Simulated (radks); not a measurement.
Removal energies from the gadolinium ion Gd2+, [Xe] 4f8, by Delta-SCF beside the eigenvalue of the level emptied. Method: scalar-relativistic Kohn-Sham, BLYP, spin-polarised, spherical densities, finite nucleus; Fermi nuclear charge, rms radius of each element as measured or else 0.836 A^(1/3) + 0.57 fm; computed with a radial shooting solver on a logarithmic mesh with Libxc functionals. Open shells are filled with parallel spins first.

| removed from | final configuration | Delta-SCF (eV) | -eigenvalue (eV) |
|---|---|---|---|
| 4f | [Xe] 4f7 | 21.679 | 13.715 |
| 5p | [Kr] 4d10 4f8 5s2 5p5 | 42.692 | 36.658 |
| 5s | [Kr] 4d10 4f8 5s1 5p6 | 64.740 | 58.081 |
| 4d | [Kr] 4d9 4f8 5s2 5p6 | 160.16 | 151.05 |
